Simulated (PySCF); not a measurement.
H3HfO3 (SMILES [OH][Hf]([OH])[OH]), doublet, at a GFN2-xTB geometry (such geometries of metal compounds can be far from the true shape) (the multiplicity is a formal guess) (core potentials on Hf); DF-HF/def2-SVPD run with PySCF.

The PySCF input:
```python
from pyscf import gto, scf

mol = gto.Mole()
mol.atom = '''
    Hf    0.02003494   -0.04142502    0.04666408
    O     1.50219233   -0.12177492   -1.07532677
    H     1.50657928    0.40421577   -1.88523804
    O    -0.47977780   -0.81968077    1.65944460
    H    -1.34165278   -0.58759156    2.02775851
    O    -1.11915871    1.14542333   -0.81548044
    H    -0.83348867    1.53423643   -1.65143302
'''
mol.basis = 'def2-svpd'
mol.ecp = {'Hf': 'def2-svpd'}
mol.spin = 1
mol.verbose = 4
mol.build()

mf = scf.UHF(mol)
mf = mf.density_fit(auxbasis='def2-universal-jkfit')
mf.kernel()
```

The log (banner, timings and long lists left out):

```
PySCF version 2.14.0

[INPUT] verbose = 4
[INPUT] num. atoms = 7
[INPUT] num. electrons = 39
[INPUT] charge = 0
[INPUT] spin (= nelec alpha-beta = 2S) = 1
[INPUT] symmetry False subgroup None
[INPUT] Mole.unit = angstrom
[INPUT] Symbol           X                Y                Z      unit          X                Y                Z       unit  Magmom
[INPUT]  1 Hf     0.020034940000  -0.041425020000   0.046664080000 AA    0.037860549522  -0.078281942505   0.088182331055 Bohr   0.0
[INPUT]  2 O      1.502192330000  -0.121774920000  -1.075326770000 AA    2.838732090122  -0.230121247641  -2.032073089713 Bohr   0.0
[INPUT]  3 H      1.506579280000   0.404215770000  -1.885238040000 AA    2.847022224144   0.763857100530  -3.562583575212 Bohr   0.0
[INPUT]  4 O     -0.479777800000  -0.819680770000   1.659444600000 AA   -0.906648642646  -1.548972164873   3.135895812888 Bohr   0.0
[INPUT]  5 H     -1.341652780000  -0.587591560000   2.027758510000 AA   -2.535356308461  -1.110387121506   3.831908230656 Bohr   0.0
[INPUT]  6 O     -1.119158710000   1.145423330000  -0.815480440000 AA   -2.114903451822   2.164536390387  -1.541034691540 Bohr   0.0
[INPUT]  7 H     -0.833488670000   1.534236430000  -1.651433020000 AA   -1.575065314228   2.899286663030  -3.120756120863 Bohr   0.0

nuclear repulsion = 142.384899215743
number of shells = 52
number of NR pGTOs = 189
number of NR cGTOs = 128
basis = def2-svpd
ecp = {'Hf': 'def2-svpd'}

******** <class 'pyscf.df.df_jk.DFUHF'> ********
method = DFUHF
initial guess = minao
damping factor = 0
level_shift factor = 0
DIIS = <class 'pyscf.scf.diis.CDIIS'>
diis_start_cycle = 1
diis_space = 8
diis_damp = 0
SCF conv_tol = 1e-09
SCF conv_tol_grad = None
SCF max_cycles = 50
direct_scf = False
number electrons alpha = 20  beta = 19
Set gradient conv threshold to 3.16228e-05
******** <class 'pyscf.df.df.DF'> ********
auxbasis = def2-universal-jkfit
init E= -260.71568140125

cycle= 1 E= -273.58268210149  delta_E= -12.9  |g|= 0.723  |ddm|=  5.5
cycle= 2 E= -273.700691495755  delta_E= -0.118  |g|= 0.416  |ddm|= 1.15
cycle= 3 E= -273.763758024144  delta_E= -0.0631  |g|= 0.0606  |ddm|= 0.389
cycle= 4 E= -273.766623680565  delta_E= -0.00287  |g|= 0.0193  |ddm|= 0.127
cycle= 5 E= -273.767398356364  delta_E= -0.000775  |g|= 0.00984  |ddm|= 0.0724
cycle= 6 E= -273.767858220019  delta_E= -0.00046  |g|= 0.00431  |ddm|= 0.0992
cycle= 7 E= -273.767947813885  delta_E= -8.96e-05  |g|= 0.0014  |ddm|= 0.059
cycle= 8 E= -273.767952822034  delta_E= -5.01e-06  |g|= 0.000678  |ddm|= 0.0116
cycle= 9 E= -273.767953731586  delta_E= -9.1e-07  |g|= 0.000223  |ddm|= 0.00402
cycle= 10 E= -273.767953875256  delta_E= -1.44e-07  |g|= 8.9e-05  |ddm|= 0.00145
cycle= 11 E= -273.767953897501  delta_E= -2.22e-08  |g|= 3.67e-05  |ddm|= 0.000676
cycle= 12 E= -273.767953900428  delta_E= -2.93e-09  |g|= 1.57e-05  |ddm|= 0.000256
cycle= 13 E= -273.767953900717  delta_E= -2.89e-10  |g|= 9.12e-06  |ddm|= 3.62e-05
Extra cycle  E= -273.767953900812  delta_E= -9.45e-11  |g|= 6.36e-06  |ddm|= 1.84e-05
converged SCF energy = -273.767953900812  <S^2> = 0.75514597  2S+1 = 2.0051394
```
